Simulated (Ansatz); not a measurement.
`CC[SiH2]CO` + H₂ → `CC[SiH3]` + CH₃OH  (hydrogenolysis of the Si–C bond)

Program: Ansatz. Geometries: PBE0-D4/def2-TZVP. ΔE: electronic, gas phase. CBS: MP2 limit from def2 TZ/QZ plus the TZ coupled-cluster correction, frozen cores. This one scheme is used for every species. DFT in def2-TZVPP. One conformer a species, not always the lowest.

CCSD(T)/CBS gives -38.2 kJ/mol.

Question: Another level gave -33.8 kJ/mol. Which?
A. CAM-B3LYP/def2-TZVPP
B. PBE/def2-TZVPP
C. BLYP-D4/def2-TZVPP
D. revPBE-D4/def2-TZVPP

Answer: C. BLYP-D4 -33.8, CAM-B3LYP -50.1, PBE -40.6, revPBE-D4 -28.5 kJ/mol.

Largest T1 diagnostic among the species: 0.010.

The D4 term adds +12.4 kJ/mol with B3LYP and +7.1 kJ/mol with PBE0; it sums over pairs of atoms, weighted by their polarisabilities, and B3LYP, whose exchange is more repulsive, gets the larger term. Leaving LDA and LC-ωPBE aside and taking each functional with its dispersion term where it has one, the values, not all of them listed here, spread over 17.9 kJ/mol, from BHLYP-D4 to revPBE-D4. LDA lies +9.5 kJ/mol from PBE without D4.

CCSD(T)/CBS has its own doubt, a few kJ/mol and more with outer-core shells, so smaller differences from it don't rank the levels.

B3LYP here is the variant with VWN-RPA as its local correlation; programs differ in this.
